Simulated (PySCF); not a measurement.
Input of a response calculation (the driver script's job line, then coordinates in Å):

```
{"job": {"kind": "uv", "xc": "PBE0", "basis": "def2-SVPD", "nstates": 8, "ntriplets": 3}, "charge": 0, "multiplicity": 1}
C     -0.550727    -0.008387    -0.046450
Se     1.265222    -0.680117    -0.334850
H     -0.757145     0.034081     1.019054
H     -0.652126     0.971951    -0.502981
H     -1.222454    -0.714141    -0.527677
H      1.920353     0.398603     0.371329
```

The program printed:

```
coarse grid: 22400 points
cycle   1  E = -2441.3940343162  dE = -9.284e-01  |g| = 1.941e-01  |ddm| = 2.524e+00
cycle   2  E = -2441.3965445673  dE = -2.510e-03  |g| = 1.630e-01  |ddm| = 4.905e-01
cycle   3  E = -2441.4034350274  dE = -6.890e-03  |g| = 4.039e-02  |ddm| = 2.157e-01
cycle   4  E = -2441.4038861326  dE = -4.511e-04  |g| = 6.529e-03  |ddm| = 4.819e-02
cycle   5  E = -2441.4038979770  dE = -1.184e-05  |g| = 3.536e-03  |ddm| = 1.287e-02
cycle   6  E = -2441.4039007771  dE = -2.800e-06  |g| = 2.251e-04  |ddm| = 4.645e-03
final grid: 45776 points
cycle   7  E = -2441.4038878648  dE = -1.309e-08  |g| = 1.960e-04  |ddm| = 1.421e-03
cycle   8  E = -2441.4038878637  dE =  1.027e-09  |g| = 2.012e-04  |ddm| = 4.327e-04
cycle   9  E = -2441.4038878721  dE = -8.365e-09  |g| = 2.842e-05  |ddm| = 2.163e-04
cycle  10  E = -2441.4038878723  dE = -2.060e-10  |g| = 4.295e-06  |ddm| = 3.244e-05
converged SCF energy = -2441.4038878723

Static polarisability (au): isotropic 43.021, principal 39.106 40.023 49.933

Singlet excitations
state   eV       nm        f      main configurations
  1   4.8506    255.6   0.00260   H->L 0.97
  2   5.5199    224.6   0.04243   H->L+1 0.99
  3   6.6497    186.5   0.02697   H->L+2 0.65, H->L+3 0.34
  4   6.7643    183.3   0.00816   H->L+3 0.62, H->L+2 0.35
  5   6.9878    177.4   0.03303   H->L+4 0.98
  6   7.6352    162.4   0.02823   H->L+5 0.98
  7   7.8101    158.7   0.02692   H-1->L 0.63, H->L+7 0.32
  8   8.2681    150.0   0.11804   H->L+7 0.53, H-1->L+1 0.22, H-1->L 0.20

Triplet excitations (Tamm-Dancoff, eV): 4.3981 5.0662 6.2633
```

Computed with TDDFT PBE0/def2-SVPD, vertical, gas phase, core orbitals frozen in the response in PySCF. Geometry: GFN2-xTB; no solvent, vibrations or thermal averaging. Relativistic effects, spin–orbit coupling among them, are left out although an element past zinc is present.

Task: Give the mean polarisability in Å³.

Result: 43.02 au × 0.148185 = 6.37 Å³.

Task: What is the gap between the lowest singlet and the lowest triplet?

Result: 4.8506 − 4.3981 = 0.4525 eV (full response against Tamm–Dancoff).

Task: What share of the summed oscillator strength falls to the strongest level in this window?

Result: State 8 at 150 nm: 0.1180 of 0.2864, or 41%.

Task: How many basis functions and electrons does this run hold?

Result: 93 basis functions for 44 electrons in 22 doubly occupied orbitals.

Task: Give the energy of state 4 in hartree, cm⁻¹ and kJ/mol.

Result: 0.24858 hartree, 54558 cm⁻¹, 652.7 kJ/mol.

Task: Write the structure that the coordinates describe.

Result: `C[SeH]` (CH4Se), point group Cs.

The SCF starts on a coarse grid; the energy jumps when the final grid takes over, and dE counts afresh there. H and L stand for HOMO and LUMO.

The run took 5.8 s of wall time on an Arm Neoverse N1 with one thread, no GPU, on a shared host.
